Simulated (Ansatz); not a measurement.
Calculated with Ansatz (gas phase, PBE0-D4/def2-TZVP geometries, no zero-point term in ΔE). CCSD(T)/CBS adds triple-zeta CCSD(T) − MP2 to the extrapolated MP2 energy (def2 sets, frozen cores). This one scheme is used for every species. DFT in def2-TZVPP. B3LYP here is the variant with VWN-RPA as its local correlation; programs differ in this. One conformer a species, not always the lowest.

Reaction (substitution at a C–C bond): `CCCC(N)=O` + `[AlH2][SH]` → `CCC[S][AlH2]` + `NC=O`

`CCCC(N)=O`:

Z-matrix (Å, degrees):
```
C
C 1 1.518
H 1 1.094 2 111.5
H 1 1.092 2 111.2 3 -120.1
H 1 1.094 2 111.2 3 120.0
C 2 1.518 1 112.4 3 -59.7
H 2 1.095 1 110.0 3 62.1
H 2 1.092 1 110.7 3 178.9
C 6 1.515 2 112.7 1 -174.3
H 6 1.095 2 110.8 1 61.3
H 6 1.097 2 109.7 1 -55.7
N 9 1.357 6 115.1 2 -150.1
O 9 1.213 6 122.8 2 31.1
H 12 1.003 9 122.1 6 -0.0
H 12 1.005 9 118.5 6 -175.8
```

`[AlH2][SH]`:

Z-matrix (Å, degrees):
```
Al
S 1 2.181
H 1 1.579 2 116.5
H 1 1.581 2 118.9 3 -180.0
H 2 1.344 1 93.7 3 180.0
```

`CCC[S][AlH2]`:

```xyz
14

C    -1.538   -0.018    1.493
C    -0.858    0.401    0.200
C    -0.129   -0.756   -0.456
S     0.597   -0.319   -2.078
Al    2.547    0.430   -1.497
H    -0.813   -0.403    2.215
H    -2.053    0.825    1.958
H    -2.278   -0.803    1.316
H    -1.592    0.807   -0.502
H    -0.143    1.207    0.396
H    -0.818   -1.579   -0.657
H     0.654   -1.141    0.201
H     3.500    0.974   -2.634
H     2.924    0.376    0.042
```

`NC=O`:

```xyz
6

N    -0.040    0.636    0.270
C     0.039   -0.608   -0.252
O     0.345   -1.598    0.364
H     0.166    0.775    1.245
H    -0.300    1.422   -0.296
H    -0.210   -0.628   -1.331
```

```tsv
level	ΔE (kJ/mol)
PBE-D4	31.4
PBE	33.3
B3LYP	37.8
SCS-MP2/def2-TZVPP	37.1
CCSD(T)/def2-TZVPP	40.9
MP2/def2-QZVPP	35.1
MP2/CBS(def2)	34.1
CCSD/CBS(def2)	40.6
```

Question: What does CCSD(T)/CBS give? (Estimate.)

Answer: Computed: +38.1 kJ/mol. The listed levels differ from it by -6.7, -4.8, -0.3, -1.0, 2.8, -3.0, -4.0, 2.5 kJ/mol.

Largest T1 diagnostic among the species: 0.016.

From PBE to PBE0 (25 % exact exchange), in def2-TZVPP and without D4, ΔE moves by +5.5 kJ/mol. The D4 term adds −3.5 kJ/mol with B3LYP and −1.8 kJ/mol with PBE0; it sums over pairs of atoms, weighted by their polarisabilities, and B3LYP, whose exchange is more repulsive, gets the larger term. In def2-TZVPP, CCSD(T) changes the Hartree–Fock value by −6.7 kJ/mol (the triples alone add −2.5 kJ/mol) and MP2 by −10.7 kJ/mol.
